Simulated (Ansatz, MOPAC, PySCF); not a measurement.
Complex: SiH4 (SMILES [SiH4]) (first 5 atoms) with PH3 (SMILES P); geometry from B3LYP-D3(BJ)/def2-TZVP, rigid monomers moved along the line of their centres of mass till Si1···P6 is 4.73 Å.
(charge 0, multiplicity 1):
```xyz
9

Si    -0.227    -0.017     0.004
H     -0.547     1.345     0.485
H     -1.156    -0.990     0.621
H      1.164    -0.358     0.374
H     -0.371    -0.066    -1.469
P      0.228     0.138     4.714
H      0.934     1.002     3.839
H      0.522    -1.017     3.945
H     -1.014     0.357     4.064
```

Interaction energies are E(AB) − E(A) − E(B) at the monomers' geometry in the complex; basis-set methods are counterpoise corrected.

The state that PM3 reach isn't checked.

The values were computed with Ansatz (a program for electronic structure) with Gaussian orbitals; MOPAC for PM3 (differences of heats of formation); PySCF for the dispersion terms. Each number belongs to the level named beside it.

Question: One of these levels gives -17.5 meV for the interaction energy. Which one is it?
A. r2SCAN/def2-TZVPPD
B. PBE0-D3(BJ)/def2-TZVPPD
C. PM3

Answer: A, r2SCAN/def2-TZVPPD. The others give 6.2 (PM3), -39.6 (PBE0-D3(BJ)/def2-TZVPPD)
